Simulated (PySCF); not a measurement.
**Electron correlation in Cr (chromium, neutral)**

[Ar] 3d4 4s1 4p1, one real determinant (an excited configuration). Computed with PySCF 2.14 in x2c-TZVPPall (6s5p4d2f1g, 64 functions), with the spin-free X2C one-electron Hamiltonian (Gaussian nucleus). Frozen: [Ne]; 14 electrons correlated.

```json
{"level": "CCSD", "correlation energy (mhartree)": "-373.30"}
{"level": "(T)", "correlation energy (mhartree)": "-7.93"}
{"level": "CCSD(T)", "correlation energy (mhartree)": "-381.23"}
```

Diagnostics: T1 = 0.066, D1 = 0.3447, largest double amplitude 0.031.

Task: Is a single reference adequate?

Result: Largely. T1 is above 0.03 while the doubles stay small, so the singles mainly relax the orbitals.

The basis was made for the ground configuration and has no added diffuse functions, which can raise the energy of the promoted electron.

The reference is one real determinant that mixes LS terms of this configuration.

This basis was not built for core-valence correlation, so the inner-shell part is incomplete.
